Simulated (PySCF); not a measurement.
Spin-rotation constants: SMILES C/N=C\C1=CC=CCC1, C8H11N

Molfile (atoms numbered from 1):
```
C8H11N
     RDKit          3D

 20 20  0  0  0  0  0  0  0  0999 V2000
    3.0835    0.1773   -0.3532 C   0  0  0  0  0  0  0  0  0  0  0  0
    2.4565   -0.9907   -0.8890 N   0  0  0  0  0  0  0  0  0  0  0  0
    1.2122   -1.2010   -0.8423 C   0  0  0  0  0  0  0  0  0  0  0  0
    0.1134   -0.3857   -0.3265 C   0  0  0  0  0  0  0  0  0  0  0  0
    0.0326    0.9492   -0.4599 C   0  0  0  0  0  0  0  0  0  0  0  0
   -1.1213    1.6772    0.0228 C   0  0  0  0  0  0  0  0  0  0  0  0
   -2.2474    1.0372    0.3368 C   0  0  0  0  0  0  0  0  0  0  0  0
   -2.3457   -0.4519    0.1959 C   0  0  0  0  0  0  0  0  0  0  0  0
   -0.9855   -1.1116    0.4119 C   0  0  0  0  0  0  0  0  0  0  0  0
    2.4898    0.7055    0.4021 H   0  0  0  0  0  0  0  0  0  0  0  0
    3.3098    0.8642   -1.1714 H   0  0  0  0  0  0  0  0  0  0  0  0
    4.0338   -0.1400    0.0802 H   0  0  0  0  0  0  0  0  0  0  0  0
    0.9056   -2.1693   -1.2368 H   0  0  0  0  0  0  0  0  0  0  0  0
    0.7915    1.5092   -0.9848 H   0  0  0  0  0  0  0  0  0  0  0  0
   -1.0517    2.7536    0.0800 H   0  0  0  0  0  0  0  0  0  0  0  0
   -3.1355    1.5718    0.6400 H   0  0  0  0  0  0  0  0  0  0  0  0
   -2.7191   -0.6785   -0.8110 H   0  0  0  0  0  0  0  0  0  0  0  0
   -3.0691   -0.8551    0.9064 H   0  0  0  0  0  0  0  0  0  0  0  0
   -0.7381   -1.0920    1.4803 H   0  0  0  0  0  0  0  0  0  0  0  0
   -1.0203   -2.1585    0.1057 H   0  0  0  0  0  0  0  0  0  0  0  0
  1  2  1  0
  2  3  2  0
  3  4  1  0
  4  5  2  0
  5  6  1  0
  6  7  2  0
  7  8  1  0
  8  9  1  0
  9  4  1  0
  1 10  1  0
  1 11  1  0
  1 12  1  0
  3 13  1  0
  5 14  1  0
  6 15  1  0
  7 16  1  0
  8 17  1  0
  8 18  1  0
  9 19  1  0
  9 20  1  0
M  END
```

Computed with GIAO BHandHLYP/pcSseg-1 magnetisability, rotational g tensor and spin-rotation constants, non-relativistic, gas phase in PySCF. Geometry: GFN2-xTB.

Give the nuclear spin-rotation constants along the inertial axes (H = +C I·J) beside the isotropic shieldings.

Rotational constants 3.7621, 1.0532, 0.8654 GHz. A star marks the isotopologue with that one atom substituted, in its own axes.
| atom | isotope | Caa (kHz) | Cbb (kHz) | Ccc (kHz) | mean (kHz) | σ (ppm) |
| --- | --- | --- | --- | --- | --- | --- |
| N2 | 14N | 0.999 | 0.292 | 0.052 | 0.448 | -130.0 |
| H10 | 1H | -0.072 | -0.085 | -0.049 | -0.069 | 28.4 |
| H11 | 1H | -0.344 | -0.036 | -0.029 | -0.137 | 28.4 |
| H12 | 1H | 0.039 | -0.108 | -0.046 | -0.038 | 27.9 |
| H13 | 1H | -0.347 | 0.088 | -0.059 | -0.106 | 23.9 |
| H14 | 1H | -0.015 | -0.020 | -0.083 | -0.039 | 25.9 |
| H15 | 1H | -0.350 | 0.102 | -0.101 | -0.116 | 25.6 |
| H16 | 1H | 0.307 | -0.090 | -0.097 | 0.040 | 25.8 |
| H17 | 1H | -0.382 | -0.104 | 0.016 | -0.156 | 29.5 |
| H18 | 1H | -0.160 | -0.071 | -0.065 | -0.099 | 29.7 |
| H19 | 1H | -0.402 | -0.114 | 0.029 | -0.162 | 29.6 |
| H20 | 1H | -0.382 | 0.032 | -0.100 | -0.150 | 29.8 |
| C1 | 13C* | 0.792 | 0.169 | 0.145 | 0.369 | 143.0 |
| C3 | 13C* | 1.361 | 0.513 | 0.223 | 0.699 | 19.1 |
| C4 | 13C* | 1.819 | 0.333 | 0.145 | 0.766 | 51.0 |
| C5 | 13C* | 1.713 | 0.361 | 0.146 | 0.740 | 50.3 |
| C6 | 13C* | 1.380 | 0.474 | 0.113 | 0.655 | 53.8 |
| C7 | 13C* | 1.610 | 0.433 | 0.116 | 0.720 | 48.1 |
| C8 | 13C* | 0.645 | 0.162 | 0.118 | 0.308 | 160.4 |
| C9 | 13C* | 0.607 | 0.173 | 0.123 | 0.301 | 159.1 |

For the geometry as given, no vibrational averaging.
